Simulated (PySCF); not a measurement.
ZnHCl, SMILES [Cl][ZnH].

The structure is a stationary point at PBE-D3(BJ)/def2-TZVP.

Vertical ionisation energy (IE) and electron affinity (EA) in eV. Rows of orbital energies are one-electron estimates. Where ΔSCF, EOM or ADC give a negative EA the extra electron is unbound and the value depends on the basis.

```tsv
level	IE	EA
−ε(HOMO), −ε(LUMO), HF/def2-TZVPD (PySCF)	12.13	-0.87
−ε(HOMO), −ε(LUMO), ωB97X/def2-TZVPD (PySCF)	11.39	-0.83
```
